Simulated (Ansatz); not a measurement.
Basis-set extrapolation for CH6BNSi (PBE0-D4/def2-TZVP geometry, frozen core, Ansatz 0.2.0). Multiplicity 1, RHF reference.

|  | def2-TZVPP | def2-QZVPP |
| --- | --- | --- |
| HF | -409.431464 | -409.445781 |
| MP2 correlation | -0.601383 | -0.640670 |
| CCSD(T) correlation | -0.671277 | not run |

Energies in hartree. Use E(X) = E(∞) + A·exp(−7.88·√X) for Hartree–Fock and E(X) = E(∞) + B·X^(−2.97) for correlation, with X = 3 and 4, and add CCSD(T) minus MP2 of the smaller set to the MP2 limit.

Problem. What is the CCSD(T) energy at the basis-set limit?

Solution. HF limit: -409.445781 + (-0.014317) × 0.13774 = -409.44775. MP2 limit: -0.640670 + (-0.039287) × 0.74074 = -0.66977. Higher-order term: -0.671277 − (-0.601383) = -0.06989. Total: -410.18741 hartree, 53.1 kcal/mol below CCSD(T)/def2-TZVPP.
